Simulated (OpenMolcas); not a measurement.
**Se: thermal populations, worked from levels**

```yaml
Program: OpenMolcas 26.06
Basis: ANO-RCC-VQZP [7s6p4d2f1g]
Scalar_Hamiltonian: DKH2, point nucleus
Active_space: 6 electrons in 9 orbitals (RAS2 4s 4p; RAS3 4d, at most 2 electrons)
State_averaging: 2S+1 = 3 even, 3 roots; 2S+1 = 1 even, 6 roots
Spin-orbit_coupling: RASSI with atomic mean-field integrals over the reference wave functions, term energies averaged over their components
```

Methods: RASSCF; SS-RASPT2, IPEA 0.25 Eh, imaginary shift 0.1 Eh (closed shells correlated: 3d). Measured levels: NIST Handbook of Basic Atomic Spectroscopic Data.

**Thermal populations.** Z = Σ (2J + 1) exp(-E/kT) with k = 0.695035 cm-1/K, over the levels below. No other level of either list lies under 48100 cm-1, which is above 7 kT at each temperature.

```json
{"Level": "4s2 4p4 3P2", "2J + 1": "5", "SS-RASPT2": "0.0", "measured": "0.0"}
{"Level": "4s2 4p4 3P1", "2J + 1": "3", "SS-RASPT2": "1817", "measured": "1989"}
{"Level": "4s2 4p4 3P0", "2J + 1": "1", "SS-RASPT2": "2380", "measured": "2534"}
{"Level": "4s2 4p4 1D2", "2J + 1": "5", "SS-RASPT2": "9630", "measured": "9576"}
{"Level": "4s2 4p4 1S0", "2J + 1": "1", "SS-RASPT2": "22530", "measured": "22446"}
```

```
T (K)  Z, SS-RASPT2  Z, measured levels  Ground level (%), SS-RASPT2  Ground level (%), measured levels
 3000         6.624               6.503                         75.5                               76.9
 5000         7.597               7.494                         65.8                               66.7
 8000         8.718               8.643                         57.4                               57.9
```

At 8000 K, kT = 5560 cm-1, and the computed levels give Z = 5.000 + 2.164 + 0.652 + 0.885 + 0.017 = 8.718.

CASPT2 breaks the degeneracy within a term, and the mean is taken; among the terms shown or strongly mixed into the levels shown the widest spread is 48 cm-1 (4s2 4p4 1D, SS-RASPT2). Active for correlation alone: 4d; no level in the range computed is led by a configuration that fills it, so any true level of that kind is missing. Without dynamic correlation excited terms often stand tens of per cent too high (terms of higher spin than the ground term too low), and those without a measured partner can miss by more than the paired ones (holds for RASSCF). Computed and measured levels are paired by configuration, term and J; levels that our copy of the source lacks, or whose pairing is in doubt (as where it misses far off the trend of its configuration), stay unpaired and out of the deviations. Only configurations of the active space appear.
